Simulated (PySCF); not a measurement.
C₄H₆OSe, SMILES C(=C)=COC[SeH].

Geometry optimised at B3LYP-D3(BJ)/def2-SVP. This is a generated structure with no PubChem entry under its InChIKey; it may be hypothetical. Other conformers were not sampled.

Two levels are set side by side: TDA-PBE/def2-SVPD (PySCF) and TDA-LC-ωPBE/def2-SVPD (PySCF). Vertical, same geometry. The lowest singlet is HOMO→LUMO 94 % with PBE and HOMO→LUMO+2 48 %, HOMO→LUMO+1 24 %, HOMO→LUMO 8 %, HOMO→LUMO+3 8 % with the other functional; states are paired by order. Differences are taken from unrounded values.

```tsv
quantity	TDA-LC-ωPBE
lowest singlet excitation (eV)	4.98
lowest triplet excitation (TDA) (eV)	4.11
first bright state (f over 0.05) (eV)	6.78
its oscillator strength	0.31
```

Problem. What does TDA-PBE give, and how far is it from TDA-LC-ωPBE? (Estimate from the structure and the level; the computed values follow.)

Solution. 
```
quantity                               TDA-PBE  TDA-PBE minus TDA-LC-ωPBE
-------------------------------------  -------  -------------------------
lowest singlet excitation (eV)            4.24                      -0.75
lowest triplet excitation (TDA) (eV)      3.91                      -0.20
first bright state (f over 0.05) (eV)     4.61                      -2.17
its oscillator strength                   0.06                      -0.25
```

Functionals without exact exchange tend to place singlet excitations lower, as here. Differences between two approximate levels are no errors against the true value.

Rough cost on one machine, each run with all the roots and properties that it gave: TDA-LC-ωPBE against TDA-PBE about 3 times.
